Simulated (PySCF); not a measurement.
# Ionising MgSe

RHF; Mg aug-cc-pVDZ, Se aug-cc-pVDZ-PP with ECP10; scalar-relativistic core potentials (PySCF 2.14). Neutral (RHF): singlet (closed shell), Re = 2.272 Å, ωe = 424 cm⁻¹, De = 0.20 eV, HOMO -7.78 eV, LUMO -1.63 eV.

MgSe⁻ (UHF): doublet (σ ↑), Re = 2.344 Å, ωe = 399 cm⁻¹. The energies at the minima are -571.46174 hartree for MgSe and -571.53936 for MgSe⁻.

Q: Work out the adiabatic electron affinity, without and with harmonic zero-point energies (1 hartree = 27.2114 eV, 1 eV = 8065.5 cm⁻¹), and the change of the bond length.

A: At HF: 0.07762 hartree = 2.112 eV between the minima; the zero-point term (424.0 − 399.0)/2 cm⁻¹ = +0.002 eV makes it 2.114 eV. Re changes by +7.2 pm against the neutral. The electron enters a σ orbital; in so polar a molecule the change of length follows mostly from the change of the ionic charges.

Spin–orbit coupling is left out. Where the molecule has an RHF reference, its open-shell atoms are computed with UHF. Hartree–Fock leaves out correlation, which carries a large part of most bond energies and some tenths to 1 eV of ionisation energies. States were picked by a PBE0 search and need not be the measured ground states.

Neutral and ion stand on different kinds of reference determinant, which adds to the error of the difference.
